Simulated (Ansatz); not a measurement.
This geometry of CH5ClSn (8 atoms, charge 0, multiplicity 1) is a first-order saddle point.

Theory: RKS B3LYP/def2-SVP in Ansatz.

```xyz
8
Properties=species:S:1:pos:R:3
Sn -0.400 0.129 0.335
H 0.861 0.159 1.644
Cl 2.257 -0.336 0.770
H -0.319 1.311 -0.949
C -1.014 -1.715 -0.665
H -1.018 -2.553 0.045
H -2.023 -1.581 -1.085
H -0.307 -1.920 -1.482
```

Task: Which two structures does it join? (They come from a converged band through this point; their orientation in space is the band's.)

Result: Bonds broken: Sn1–H2, Sn1–Cl3. Bonds formed: H2–Cl3. CH5ClSn becomes CH4Sn + ClH.

First end point:

```xyz
8
Properties=species:S:1:pos:R:3
Sn 0.077 -0.008 0.264
H -0.040 0.026 1.979
Cl 2.407 -0.198 -0.220
H -0.421 1.483 -0.432
C -0.880 -1.733 -0.630
H -1.406 -2.311 0.143
H -1.594 -1.405 -1.398
H -0.105 -2.359 -1.093
```

Last end point:

```xyz
8
Properties=species:S:1:pos:R:3
Sn -0.998 0.313 0.230
H 1.770 -0.037 2.263
Cl 1.955 -0.153 0.988
H -0.321 1.109 -1.230
C -1.070 -1.685 -0.768
H -1.318 -2.487 -0.057
H -1.859 -1.643 -1.539
H -0.122 -1.923 -1.274
```

Task: How far does it lie above each of them?

Result: 44.1 kcal/mol above the first and 13.5 kcal/mol above the second. This is the barrier of this one path; another mechanism may lie lower. The orbitals stay closed-shell, which can raise the energy where a bond breaks towards radicals; this wasn't checked here.

The run took 7.2 min on 2 threads of Arm Neoverse N1, on a shared host, peak memory 0.18 GiB.
